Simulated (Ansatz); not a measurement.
Calculated with Ansatz (gas phase, PBE0-D4/def2-TZVP geometries, no zero-point term in ΔE). CCSD(T)/CBS is the MP2 limit (def2-TZVPP, def2-QZVPP) plus CCSD(T) − MP2 in def2-TZVPP, frozen cores. This one scheme is used for every species. Functionals use def2-TZVPP. One conformer a species, not always the lowest.

Reaction (silylene formation by 1,1-elimination): `O[SiH](O)N[SiH](O)Cl` → `N[SiH](O)Cl` + `O[Si]O`

| species | PBE0-D4 energy (Eh) |
| --- | --- |
| `O[SiH](O)N[SiH](O)Cl` | -1322.98398 |
| `N[SiH](O)Cl` | -881.88972 |
| `O[Si]O` | -441.00977 |

(1) Work out ΔE.

Largest T1 diagnostic among the species: 0.015.

## Answers

(1) ΔE = (-881.88972) + (-441.00977) − (-1322.98398) = 0.08449 Eh = +53.0 kcal/mol. CCSD(T)/CBS gives +52.4 kcal/mol.

From PBE to PBE0 (25 % exact exchange), in def2-TZVPP and without D4, ΔE moves by +5.2 kcal/mol. The D4 term adds +5.3 kcal/mol with B3LYP and +3.0 kcal/mol with PBE0; it sums over pairs of atoms, weighted by their polarisabilities, and B3LYP, whose exchange is more repulsive, gets the larger term.

B3LYP here is the variant with VWN-RPA as its local correlation; programs differ in this.
